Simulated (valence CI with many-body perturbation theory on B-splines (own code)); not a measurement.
Kr XXX: what the settings do

Computed by valence CI with perturbative core correlation (CI+MBPT): five valence electrons over a frozen Dirac-Fock core [He], radial functions for each j: 6 s, 6 p, 5 d, 3 f, 1 g, with the one-electron correlation potential Σ1, the two-electron term Σ2, the three-electron term Σ3, Breit, model QED; selected CI, second order for the rest, scaled by the run's own slope (own B-spline code, finite nucleus).

The last digits are not significant, and no measured levels were compared; by estimate large intervals hold to a few tenths of a per cent, small ones and those within an open d or f shell to about a per cent. Among the levels kept, up to 4500 cm⁻¹ of a level comes from second order outside the variational space, and about a tenth of that is noise between levels of different J, which matters for small intervals.

The reference run has the lowest level (2s^2 2p1/2^2 2p3/2) J=3/2 and an ionisation energy of 3379.71 eV. Its largest variational space holds 12468 state functions.

Levels are named by their leading jj configuration (3d3/2^4 stands for four electrons in 3d with j = 3/2), which in mixed levels can hold well under half, so a name can repeat and another be missing. Letters in brackets count levels of one name in rising energy.

Changed runs:
A. correlating orbitals by l 3 3 3 2 1 → 4 4 3 0 0
B. logarithmic knot step 0.27 → 0.4
C. lowest core n in screening and Σ2 1 → 1
D. start configuration 2s2 2p3 → 2s2 2p4 (bad on purpose)

Excitation energies of the reference run in cm⁻¹, and shifts in cm⁻¹:

```csv
Level,Reference,A,B,C
(2s^2 2p1/2 2p3/2^2) J=3/2,384834,+253,+0.7,0
(2s^2 2p1/2 2p3/2^2) J=5/2,487408,+1091,+0.8,0
(2s^2 2p1/2 2p3/2^2) J=1/2,621733,+735,+1.1,0
(2s^2 2p3/2^3) J=3/2,995629,+638,+1.9,0
(2s 2p1/2^2 2p3/2^2) J=5/2,1391300,-361,+10,0
(2s 2p1/2^2 2p3/2^2) J=3/2,1647430,+14,+8.9,0
(2s 2p1/2^2 2p3/2^2) J=1/2,1658570,-124,+10,0
(2s 2p1/2 2p3/2^3) J=3/2 [a],1956830,+859,+9.4,0
(2s 2p1/2 2p3/2^3) J=5/2,2073930,+1089,+11,0
(2s 2p1/2 2p3/2^3) J=1/2,2231490,+888,+11,0
(2s 2p1/2 2p3/2^3) J=3/2 [b],2317450,+1614,+10,0
(2s 2p3/2^4) J=1/2,2740960,+1139,+12,0
Ionisation energy (eV),3379.71,-0.25,+6e-05,0
```

No effect on these energies: C.

Run D: It gave no result: the electrons of core and valence do not add up to the charge. The program said: "core and valence hold 8 electrons, the ion has 7".
